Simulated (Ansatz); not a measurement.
Coupled-cluster run, `C[O][Al]([OH])[O]C`.

```yaml
crystal:
  periodic: [false, false, false]
  atoms:
    - {symbol: C, position_ang: [0.385855, -0.959190, 1.832406]}
    - {symbol: O, position_ang: [1.102810, -0.059250, 1.044734]}
    - {symbol: Al, position_ang: [0.909193, 0.787814, -0.393384]}
    - {symbol: O, position_ang: [2.138755, 1.830585, -0.891843]}
    - {symbol: O, position_ang: [-0.431667, 0.676962, -1.387544]}
    - {symbol: C, position_ang: [-1.638718, -0.011324, -1.476766]}
    - {symbol: H, position_ang: [0.867130, -1.943364, 1.822874]}
    - {symbol: H, position_ang: [-0.650049, -1.088092, 1.495269]}
    - {symbol: H, position_ang: [0.358496, -0.610000, 2.870065]}
    - {symbol: H, position_ang: [2.927572, 1.942777, -0.364241]}
    - {symbol: H, position_ang: [-1.736780, -0.800246, -0.720545]}
    - {symbol: H, position_ang: [-1.731184, -0.479684, -2.462397]}
    - {symbol: H, position_ang: [-2.481013, 0.678310, -1.353830]}
basis:
  gaussian: {orbitals: def2-TZVPP}
correlation: {method: ccsd_t}
output: {orbitals: {seedname: orbitals}}
```

```sh
$ ansatz run in.yaml --threads 4 --pin off --events-out ev --progress --plain --max-ram 11315MiB
```

Log, shortened:

```
Functional definition: HF
1778 factors; integrals over basis functions are off by at most 1.1e-3 eV
mean field evaluation 1: about -14867.6589 eV, gradient 5.8e1 eV
mean field evaluation 2: about -14867.9123 eV, gradient 5.9e1 eV
mean field evaluation 4: about -14874.0298 eV, gradient 4.0e0 eV
mean field evaluation 8: about -14874.1090 eV, gradient 2.9e-1 eV
mean field -14874.10933718 eV, -546.6134361079 hartree, gradient 2.8e-6 eV, S^2 0.000000; 0 other end points of the search recorded, 0 dependent functions left out
10 core orbitals not correlated: weight in the atoms' cores, before any rotation towards them, 1.000 or more for the frozen orbitals, at most 0.000 for the correlated occupied ones
reference -14874.10933718 eV, -546.6134361079 hartree; 18, 18 occupied and 267, 267 virtual orbitals, 1778 factors
second order -30.90083635 eV of doubles, -0.00000000 eV of singles
cycle   1  -30.94769104 eV  change   -4.7e-2 eV  update   1.1e-1
cycle   2  -31.62664125 eV  change   -6.8e-1 eV  update   3.3e-2
cycle   3  -31.79610091 eV  change   -1.7e-1 eV  update   1.7e-2
cycle   4  -31.77913358 eV  change    1.7e-2 eV  update   3.7e-3
cycle   5  -31.77805210 eV  change    1.1e-3 eV  update   1.7e-3
cycle   6  -31.77911770 eV  change   -1.1e-3 eV  update   5.0e-4
cycle   7  -31.77878123 eV  change    3.4e-4 eV  update   1.9e-4
cycle   8  -31.77868697 eV  change    9.4e-5 eV  update   5.4e-5
cycle   9  -31.77870309 eV  change   -1.6e-5 eV  update   2.1e-5
perturbative correction -1.12787127 eV, -0.0414485048 hartree
Total energy: -14907.01591154 eV, -547.8227304107 hartree
```

Run time 6.8 min (4 threads of an Arm Neoverse V2 on a shared host); peak host memory 9.8 GiB.

MP2 recovers 93.9 % of the CCSD(T) correlation energy and the triples give 3.4 %; T1 = 0.0118.
